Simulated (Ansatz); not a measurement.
Geometry optimisation, RKS PBE-D4/6-31G* (Ansatz).

The input (input.yaml):

```yaml
crystal:
  periodic: [false, false, false]
  atoms:
    - { symbol: Si, position_ang: [0.210967, -0.433462, -0.474747] }
    - { symbol: H, position_ang: [-0.207957, 0.374922, 2.043736] }
    - { symbol: H, position_ang: [1.189511, -0.177124, -1.568941] }
    - { symbol: O, position_ang: [-0.349128, 1.059712, -0.025547] }
    - { symbol: H, position_ang: [-1.246953, 1.036095, 0.364119] }
    - { symbol: O, position_ang: [-1.128542, -1.332429, -0.88716] }
    - { symbol: H, position_ang: [-1.040683, -2.291393, -0.716351] }
    - { symbol: Cl, position_ang: [1.267802, -1.571401, 0.96448] }
    - { symbol: H, position_ang: [-0.102717, -0.08412, 2.574311] }
basis:
  gaussian: { orbitals: "6-31G*" }
hamiltonian:
  xc: pbe
  dispersion: d4
relax:
  f_tol: 0.03
  max_steps: 50
output:
  orbitals: {}
```

Run as:

```bash
$ ansatz run input.yaml --threads 1 --pin off --max-ram 2048MiB --backend cpu --events-out ev --progress --plain --runs-dir out
```

Problem. Where does it end, and by what steps?

Solution. The run converged. The force dipped under the threshold on the way, but the program's further checks kept it going. After 15 steps the energy has fallen by 0.333 eV; H9 moved furthest, 1.12 Å.

| step | energy less start (eV) | largest force component (eV/Å) | accepted |
| --- | --- | --- | --- |
| 0 | 0.0000 | 1.454 | yes |
| 1 | -0.1969 | 0.296 | yes |
| 2 | -0.2693 | 0.178 | yes |
| 3 | -0.2936 | 0.429 | yes |
| 4 | -0.3117 | 0.414 | yes |
| 5 | -0.3197 | 0.455 | yes |
| 6 | -0.3277 | 0.073 | yes |
| 7 | -0.3227 | 0.536 | no |
| 8 | -0.3296 | 0.064 | yes |
| 9 | -0.3320 | 0.037 | yes |
| 10 | -0.2953 | 0.962 | no |
| 11 | -0.3324 | 0.024 | yes |
| 12 | -0.3323 | 0.117 | no |
| 13 | -0.3327 | 0.018 | yes |
| 14 | -0.3328 | 0.033 | yes |
| 15 | -0.3329 | 0.013 | yes |

```xyz
9
Properties=species:S:1:pos:R:3
Si 0.200 -0.555 -0.734
H -0.050 0.635 2.708
H 1.134 -0.137 -1.809
O -0.315 0.850 -0.029
H -1.065 0.752 0.590
O -1.110 -1.439 -1.252
H -1.023 -2.404 -1.132
Cl 1.274 -1.767 0.589
H -0.453 0.646 3.342
```

Whether the end is a true minimum wasn't checked by a vibrational analysis.

Run time: 43 s on 1 thread of Arm Neoverse V1, on a shared host, peak memory 0.12 GiB.
